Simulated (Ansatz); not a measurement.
PtO₂ (the lowest singlet isomer of a short search) was relaxed with PBE-D4 (def2-TZVP) in Ansatz in these states: neutral quintet, neutral singlet, neutral triplet. The geometries follow in no particular order.

In the def2 sets Pt takes a core potential; there is no spin–orbit coupling.

A:

```tsv
atom	x (Å)	y (Å)	z (Å)
Pt1	0.0000	0.0000	0.0000
O2	-0.4898	1.6148	-0.2850
O3	0.4898	-1.6148	0.2850
```

B:

Cartesian coordinates in Å:
```
Pt -0.191 0.153 0.323
O -1.117 -1.171 -0.360
O 1.308 1.018 0.037
```

C:

```xyz
3

Pt    0.2052    0.0388    0.3969
O     1.0071   -1.2451   -0.6525
O    -1.2123    1.2064    0.2556
```

Problem. Judge from the bond lengths which geometry belongs to which state (an estimate).

Solution. A is the neutral singlet (Pt1–O3 1.711 Å, Pt1–O2 1.711 Å); B is the neutral triplet (Pt1–O3 1.754 Å, Pt1–O2 1.754 Å); C is the neutral quintet (Pt1–O3 1.842 Å, Pt1–O2 1.842 Å).

At PBE0-D4/def2-TZVP a singlet lies 1.08 eV below the neutral triplet. At PBE0-D4/def2-TZVP a singlet lies 1.76 eV below the neutral quintet. These are the stationary points nearest to one start from a short search; other shapes may lie lower in each state.
